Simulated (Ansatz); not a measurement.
Question: Name a neutral molecule of Cl, F, O, Si, Sn and H with size of the dipole moment (B3LYP/def2-TZVPP) between 3.60 and 3.90 D and HOMO energy (ωB97M-V/def2-TZVPP) between -9.35 and -9.05 eV (Ansatz, PBE0-D4/def2-TZVP geometry).

Answer: `F[Si@H]1[O][Sn@H]1[Cl]` (3.72 D, -9.34 eV). Other molecules can fit too; these were computed, each in one conformer that needn't be the lowest.

B3LYP here is the variant with VWN-RPA as its local correlation; programs differ in this.
